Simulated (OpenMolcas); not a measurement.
**Ru5+: moving or changing the point charges**

Ru5+ among 6 point charges of -1.7 e arranged as an octahedron (Oh), 2.03 Å from the ion.

| Item | Value |
| --- | --- |
| Program | OpenMolcas 26.06 |
| Method | CASSCF |
| Basis | ANO-RCC-VDZP [6s5p3d1f] |
| Scalar Hamiltonian | DKH2, point nucleus |
| Active space | 3 electrons in 5 orbitals (4d) |
| State averaging | 2S+1 = 4 even, 10 roots; 2S+1 = 2 even, 40 roots |
| Spin-orbit coupling | state interaction with AMFI integrals over the reference wave functions |

Runs around this geometry, states (labels of O, the rotations of Oh). Energies in cm-1 above the lowest state or level, χT in cm3 K/mol; 10Dq and B are least-squares fits to the states below 45000 cm-1, weighted by degeneracy, with a free offset, and given where the rms deviation is under 5 % of |10Dq| (or 100 cm-1) and under 700 cm-1.

```tsv
R (Å)	q (e)	Ground state	First state of that spin	10Dq	B (rms of fit)	First gap with spin-orbit (degeneracies)	χT at 300 K	First state of another spin
2.03	-0.85	4A2	4T2 2543	2613	996 (32)	2500 (4, 4)	0.409	2E 17823
2.03	-1.7	4A2	4T2 5052	5207	994 (62)	4868 (4, 4)	0.813	2E 18271
2.13	-1.7	4A2	4T2 3990	4112	995 (50)	3830 (4, 4)	0.656	2E 18131
```

Taking |10Dq| as R^-n, n = -ln(4112 / 5207) / ln(2.13 / 2.03) = 4.9 between the shortest and longest distance. The point-charge formula for a cubic d site gives n = 5.

Scaling the charges by -0.85 / -1.7 = 0.50 scales |10Dq| by 2613 / 5207 = 0.50; with fixed orbitals a first-order splitting would follow the charge.

Without dynamic correlation the repulsion within the d shell is too large (B by tens of per cent), so at a given field states of lower spin stand too high. This field is weak: 10Dq is about 2613 cm-1, while octahedral complexes of 4d ions of charge 3 and more, computed by the same method with explicit ligands, had a median near 25000 cm-1. Ground spin and moment need not be those of a real site (figures for R = 2.03, q = -0.85; the like holds for R = 2.03, q = -1.7, R = 2.13, q = -1.7). Spin-orbit coupling mixes the spin-free states strongly: the lowest level takes only 67 % from its leading state, 4A2 (holds for R = 2.03, q = -0.85). The ground term spreads over less than 5000 cm-1, several times less than with real ligands, so orbital moments are less quenched and χT lies further from the spin-only value than at real sites (holds for R = 2.03, q = -0.85). This is an electrostatic model: the charges have no orbitals. No measured value stands beside these numbers.
